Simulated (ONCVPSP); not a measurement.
**An all-electron radial function and its pseudo partner (Sb)**

Columns: radius, all-electron u(r) and pseudo u(r) of the 4s shell (level -148.83 eV) of antimony in the configuration [Ar] 3d10 4s2 4p6 4d10 5s2 5p3; PBE, scalar-relativistic, ONCV scheme, ONCVPSP 4.0.1.

```csv
r (bohr),all-electron,pseudo
0.080,0.4911,0.2186
0.160,-0.2133,0.4292
0.240,-0.7420,0.6240
0.320,-0.5120,0.7954
0.400,0.0641,0.9373
0.480,0.6323,1.0445
0.560,1.0388,1.1136
0.640,1.2590,1.1436
0.720,1.3243,1.1359
0.800,1.2822,1.0944
0.880,1.1763,1.0246
0.960,1.0395,0.9337
1.040,0.8942,0.8295
1.120,0.7538,0.7195
1.200,0.6258,0.6106
1.280,0.5133,0.5081
1.360,0.4171,0.4159
1.440,0.3363,0.3361
1.520,0.2695,0.2694
1.600,0.2148,0.2148
1.680,0.1705,0.1705
1.760,0.1349,0.1348
1.840,0.1064,0.1063
1.920,0.0837,0.0836
2.000,0.0657,0.0656
2.080,0.0514,0.0514
```

**Question.** How many radial nodes do the two functions have?

**Answer.** The all-electron 4s function has n − l − 1 = 3 (the table is too coarse to show those close to the nucleus); the pseudo-wave has 0, since the states of the same l below it are removed with the core.

**Question.** At about which radius was the pseudo-wave matched?

**Answer.** 1.50 bohr, where the columns begin to agree (steps of 0.08 bohr).

**Question.** Is the pseudo-wave norm-conserving?

**Answer.** Yes: the ONCV scheme keeps the norm inside the radius equal to the all-electron one, which fixes the energy derivative of the logarithmic derivative at the level.
